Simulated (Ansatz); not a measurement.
One geometry of (ClMg-mu-F)2 (Mg₂Cl₂F₂), several levels of theory.

```yaml
crystal:
  periodic: [false, false, false]
  atoms:
    - {symbol: Mg, position_ang: [1.138118, -0.120837, 0.894082]}
    - {symbol: Cl, position_ang: [2.864713, -0.302412, 2.247654]}
    - {symbol: F, position_ang: [0.765233, 0.170375, -0.952749]}
    - {symbol: Mg, position_ang: [-1.139693, 0.117876, -0.892454]}
    - {symbol: Cl, position_ang: [-2.861864, 0.303366, -2.251172]}
    - {symbol: F, position_ang: [-0.766508, -0.168369, 0.954639]}
basis:
  gaussian: {orbitals: def2-SVP, initial_orbitals: start.molden}
correlation: {method: ccsd_t}
scf: {omitted_lower_state_checks: [starts]}
output: {orbitals: {seedname: orbitals}}
```

The file start.molden holds the orbitals of an earlier run on this structure, at another level or in another basis.

```sh
$ ansatz run in.yaml --threads 4 --pin off --events-out ev --progress --plain --max-ram 3916MiB
```

Output, abridged:

```
Functional definition: HF
872 factors; integrals over basis functions are off by at most 2.2e-4 eV
mean field evaluation 1: about -41276.3115 eV, gradient 2.3e1 eV
mean field evaluation 2: about -41276.9745 eV, gradient 7.3e-1 eV
mean field evaluation 4: about -41277.2316 eV, gradient 4.0e-3 eV
mean field evaluation 8: about -41277.2317 eV, gradient 1.2e-6 eV
mean field -41277.23168127 eV, -1516.9102855741 hartree, gradient 4.6e-6 eV, S^2 0.000000; 0 other end points of the search recorded, 0 dependent functions left out
14 core orbitals not correlated: weight in the atoms' cores, before any rotation towards them, 1.000 or more for the frozen orbitals, at most 0.000 for the correlated occupied ones
reference -41277.23168127 eV, -1516.9102855741 hartree; 24, 24 occupied and 62, 62 virtual orbitals, 872 factors
second order -19.39102413 eV of doubles, -0.00000000 eV of singles
cycle   1  -19.72461876 eV  change   -3.3e-1 eV  update   9.1e-2
cycle   2  -20.05055738 eV  change   -3.3e-1 eV  update   2.5e-2
cycle   3  -20.14289535 eV  change   -9.2e-2 eV  update   1.4e-2
cycle   4  -20.13882846 eV  change    4.1e-3 eV  update   2.8e-3
cycle   5  -20.13625360 eV  change    2.6e-3 eV  update   9.2e-4
cycle   6  -20.13599705 eV  change    2.6e-4 eV  update   2.5e-4
cycle   7  -20.13590717 eV  change    9.0e-5 eV  update   8.0e-5
cycle   8  -20.13588589 eV  change    2.1e-5 eV  update   2.7e-5
perturbative correction -0.29694711 eV, -0.0109126050 hartree
Total energy: -41297.66451427 eV, -1517.6611783370 hartree
Checks for a lower state left out: starts
```

It took 13 s on 4 threads of Arm Neoverse N1 on a shared host.

As the first input, with `gaussian: {orbitals: def2-TZVP, initial_orbitals: start.molden}`, `hamiltonian: {xc: pbe0, dispersion: d4}` and without the key `correlation` (abridged; 5.5 s):

```
Functional definition: PBE0
mean field -41362.14348689 eV, -1520.0307368755 hartree, gradient 5.8e-5 eV, S^2 0.000000
Total energy: -41362.25011090 eV, -1520.0346552354 hartree
Checks for a lower state left out: starts
```

The first input with `gaussian: {orbitals: def2-TZVP, initial_orbitals: start.molden}`, `hamiltonian: {xc: {name: r2SCAN0}, dispersion: d4}` and without the key `correlation` (abridged; 9.5 s):

```
Functional definition: r2SCAN0
mean field -41375.10414324 eV, -1520.5070322111 hartree, gradient 1.0e-5 eV, S^2 0.000000
Total energy: -41375.14268497 eV, -1520.5084485937 hartree
Checks for a lower state left out: starts
```

As the first input, with `hamiltonian: {xc: pbe0, dispersion: d4}` and without the key `correlation` (abridged; 2.3 s):

```
Functional definition: PBE0
mean field -41343.31316891 eV, -1519.3387354532 hartree, gradient 5.1e-5 eV, S^2 0.000000
Total energy: -41343.41978826 eV, -1519.3426536419 hartree
Checks for a lower state left out: starts
```

Geometry: r2SCAN-D4/def2-SVP.

Correlated methods freeze 14 core orbitals; core or outer-core shells of Mg are correlated, in sets that lack core-valence functions.
